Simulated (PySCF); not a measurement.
## Structure elucidation problem

An unknown has the formula C6H3F5O2. Its calculated NMR data are:

1H NMR (500 MHz, computed): δ 4.06 (s, 3H).

13C{1H} NMR (computed): δ 157.9 (C), 128.1 (C), 112.3 (C), 89.9 (C), 77.5 (C), 54.8 (CH3).

Computed data (PySCF 2.14.0 with density-fitted response routines): PBE0/pcSseg-1 with gauge-including orbitals, geometry from GFN2-xTB. In vacuum, no relativistic terms, rapidly exchanging positions averaged, a single conformation.

Shifts are taken against calculated references (same method and geometry level): TMS for 1H (σ = 31.72 ppm), 13C (σ = 186.93 ppm).

Problem. What is the structure?

Solution. 
- Rings plus π bonds: 3 (no ring in the answer).
- 6 carbon signals for 6 carbons: no two carbons are equivalent.
- Carbon types of the structure: 5 × C, 1 × CH3, which accounts for all hydrogens.
- δC 157.9: ester carbonyl carbon; it is a carbonyl in resonance with an O or N lone pair, the region of acids, esters and amides.
- δC 128.1: CF3 carbon; 3 electronegative neighbours deshield it.
- δC 112.3: propargylic fully substituted sp3 carbon bonded to 2 F; 2 electronegative neighbours deshield it.
- δC 89.9, 77.5: alkyne carbon; sp carbons lie upfield of alkene carbons because the cylindrical π system leaves one tensor component strongly shielded.
- δC 54.8: methyl carbon bonded to O; pulled downfield by the heteroatom.
- δH 4.06: hydrogen on a methyl carbon bonded to O; its carbon carries O, which withdraws density.

These data were computed for SMILES COC(=O)C#CC(F)(F)C(F)(F)F.

The data come from this structure; uniqueness wasn't tested.

Splittings by 19F in the carbon and heteronuclear signals aren't shown, as no couplings were computed. Shifts are as computed. Against solution values, carbons near 30 ppm lie about +3 ppm off and those near 130 ppm about +5 ppm. Of 1211 compounds with measured shifts, 218 miss one by over three times the rms of a fit or turn the order of signals round; such compounds aren't used in these exercises.
